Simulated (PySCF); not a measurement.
SiBrCl2, SMILES Br[Si](Cl)Cl, multiplicity 2.

Geometry: B3LYP-D3(BJ)/def2-SVP.

Calculation: PBE0/def2-TZVPD run with PySCF.

Gas-phase values at a fixed geometry.

- total energy: -3783.47661 hartree
- point group: Cs
- α spin, highest occupied and lowest empty level: -7.21 and -0.89 eV
- β spin, highest occupied and lowest empty level: -8.99 and -3.78 eV
- dipole moment: 0.63 D
- quadrupole, principal values (traceless, Buckingham form, about the centre of nuclear charge): -1.29, -0.64, 1.93 D·Å
- mean static polarisability: 79.0 bohr³ (11.71 Å³)
- polarisability, principal values: 61.5, 83.0, 92.5 bohr³
- ⟨S²⟩: 0.753 (pure state 0.75)
